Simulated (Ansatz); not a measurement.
```yaml
crystal:
  periodic: [false, false, false]
  atoms:
    - {symbol: Xx, position_ang: [1.828625, -3.143753, 1.578703]}
    - {symbol: Zn, position_ang: [0.904917, -1.369406, 0.693376]}
    - {symbol: O, position_ang: [-0.337130, -1.255902, -0.754700]}
    - {symbol: C, position_ang: [-0.716299, -0.289807, -1.036681]}
    - {symbol: C, position_ang: [-0.621827, 1.179229, -0.411845]}
    - {symbol: C, position_ang: [0.281034, 1.208663, 0.693497]}
    - {symbol: O, position_ang: [0.835722, 0.217357, 1.258596]}
    - {symbol: H, position_ang: [-1.411994, -0.389670, -2.026914]}
    - {symbol: H, position_ang: [-1.114926, 1.777551, -0.977451]}
    - {symbol: H, position_ang: [0.338519, 2.169433, 1.080865]}
basis:
  gaussian: {orbitals: ANO-RCC-VTZP}
total_charge: -1
magnetization: {spin_polarized: true, initial_magnetization: 1}
hamiltonian: {xc: {name: SVWN5}}
```

```sh
$ ansatz run in.yaml --threads 4 --pin off --events-out ev --progress --plain --max-ram 11315MiB
```

Output, abridged:

```
Error: YAML parse error: error: line 4 column 16: `Xx` is not an element symbol (H … Og, case-exact)
 --> <input>:4:16
2 |   periodic: [false, false, false]
3 |   atoms:
4 |     - {symbol: Xx, position_ang: [1.828625, -3.143753, 1.578703]}
5 |     - {symbol: Zn, position_ang: [0.904917, -1.369406, 0.693376]}
6 |     - {symbol: O, position_ang: [-0.337130, -1.255902, -0.754700]}
```

Something in this input is off. What?

An element symbol is wrong. The program refused the input.
